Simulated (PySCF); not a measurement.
A side-by-side comparison of computed properties.

First species: C4H8Si.
SMILES: `C1=CC[SiH2]C1`

Second species: C₇H₁₀NP.
SMILES: `CP(C)c1ccccn1`

Levels: wB97X-D/def2-SVPD for dipole moment, HOMO energy, LUMO energy, HOMO–LUMO gap, static isotropic polarisability and electronic spatial extent ⟨r²⟩ about the centre of nuclear charge; TDDFT wB97X-D/def2-SVPD for lowest singlet excitation; TDA wB97X-D/def2-SVPD for lowest triplet excitation (Tamm–Dancoff); ΔSCF wB97X-D/def2-SVPD for vertical ionisation energy; PBE0-D3(BJ)/def2-SVP for rotational constant A and rotational constant C. Geometries: PBE0-D3(BJ)/def2-SVP. Each species is one conformer at its optimised geometry, gas phase, non-relativistic unless stated; the electronic structure was computed with PySCF and density fitting.

The conformers computed, where there is a choice (atom-mapped SMILES and torsion angles):
- `[CH3:1][P:2]([CH3:3])[c:4]1[cH:5][cH:6][cH:7][cH:8][n:9]1`: C1–P2–C4–C5 -71°

Values for the first species:

```
Dipole moment                                                     : 0.34 D
HOMO energy                                                       : -8.91 eV
LUMO energy                                                       : 2.16 eV
HOMO–LUMO gap                                                     : 11.07 eV
Lowest singlet excitation                                         : 6.82 eV
Lowest triplet excitation (Tamm–Dancoff)                          : 4.40 eV
Static isotropic polarisability                                   : 71.5 au
Vertical ionisation energy                                        : 9.16 eV
Electronic spatial extent ⟨r²⟩ about the centre of nuclear charge : 510 bohr²
Rotational constant A                                             : 5.927 GHz
Rotational constant C                                             : 2.730 GHz
```

Task: Estimate the same properties for the second species, and the change in each.

Result: 
```tsv
property	first	second	second less first
dipole moment	0.34 D	2.03 D	+1.69 D
HOMO energy	-8.91 eV	-8.10 eV	+0.81 eV
LUMO energy	2.16 eV	0.82 eV	-1.34 eV
HOMO–LUMO gap	11.07 eV	8.92 eV	-2.15 eV
lowest singlet excitation	6.82 eV	4.80 eV	-2.02 eV
lowest triplet excitation (Tamm–Dancoff)	4.40 eV	4.04 eV	-0.36 eV
static isotropic polarisability	71.5 au	115.6 au	+44.1 au
vertical ionisation energy	9.16 eV	8.18 eV	-0.98 eV
electronic spatial extent ⟨r²⟩ about the centre of nuclear charge	510 bohr²	1500 bohr²	+990 bohr²
rotational constant A	5.927 GHz	2.885 GHz	-3.042 GHz
rotational constant C	2.730 GHz	0.796 GHz	-1.934 GHz
```

On the first: In wavenumbers S1 is 55000 cm⁻¹ (1 eV = 8065.54 cm⁻¹). No computed singlet falls in the visible range (750 to 380 nm, 1.65 to 3.26 eV); S1 lies 3.56 eV above its blue end.

On the second: The polarisability is 17.14 Å³ as a volume (1 au = 0.148185 Å³), or 1.56 au for each of the 74 electrons.
